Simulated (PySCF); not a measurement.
Te(Br)(SMe) (CH₃BrSTe), SMILES CS[Te]Br.

The structure is a stationary point at B3LYP-D3(BJ)/def2-SVP. This is a generated structure with no PubChem entry under its InChIKey; it may be hypothetical. The def2 effective core potentials stand for the cores of Te; spin–orbit coupling is left out. Other conformers were not sampled.

Two levels are set side by side: PBE/def2-TZVP (PySCF) and ωB97X/def2-TZVP (PySCF). Same geometry, gas phase. Differences are taken from unrounded values.

```
quantity                     ωB97X
---------------------------  -----
orbital gap (eV)              7.95
highest occupied level (eV)  -8.74
lowest empty level (eV)      -0.79
dipole moment (D)             2.55
mean polarisability (bohr³)   91.5
```

**Question.** What does PBE give, and how far is it from ωB97X? (Estimate from the structure and the level; the computed values follow.)

**Answer.** 
```csv
quantity,PBE,PBE minus ωB97X
orbital gap (eV),1.99,-5.95
highest occupied level (eV),-5.45,3.29
lowest empty level (eV),-3.46,-2.66
dipole moment (D),2.51,-0.04
mean polarisability (bohr³),95.6,4.1
```

Without exact exchange PBE keeps part of each electron's self-repulsion, which lifts occupied levels and narrows the gap. PBE's more diffuse valence density responds more strongly to a field. Differences between two approximate levels are no errors against the true value.

Rough cost on one machine, each run with all the roots and properties that it gave: ωB97X against PBE within a factor of 2.
